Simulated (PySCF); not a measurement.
Ti(Cl)2(O) anion (Cl2OTi), SMILES [O]=[Ti]([Cl])[Cl] (connectivity only; charge and spin as stated), charge -1, multiplicity 2.

Geometry optimised at PBE-D3(BJ)/def2-SVPD. The multiplicity is an assumed one; other spin states were not compared. The isomer is the one that the SMILES or the coordinates give; other isomers of the formula were not compared.

All values below come from PBE-D3(BJ)/def2-SVPD in PySCF.

Frequencies are harmonic and unscaled.

### Question
Give all harmonic wavenumbers and intensities. (An estimate is asked for; the answer gives what the named calculation found.)

### Answer

```csv
mode,ν (cm⁻¹),IR (km/mol),moving atoms (share of kinetic energy)
1,88,8.2,"Ti 58 %, O 27 %, Cl 15 %"
2,95,0.6,"Cl 68 %, Ti 23 %, O 9 %"
3,181,0.5,"O 68 %, Cl 31 %"
4,284,16.1,"Cl 80 %, Ti 15 %"
5,391,134.9,"Ti 62 %, Cl 34 %"
6,966,248.8,"O 74 %, Ti 26 %"
```
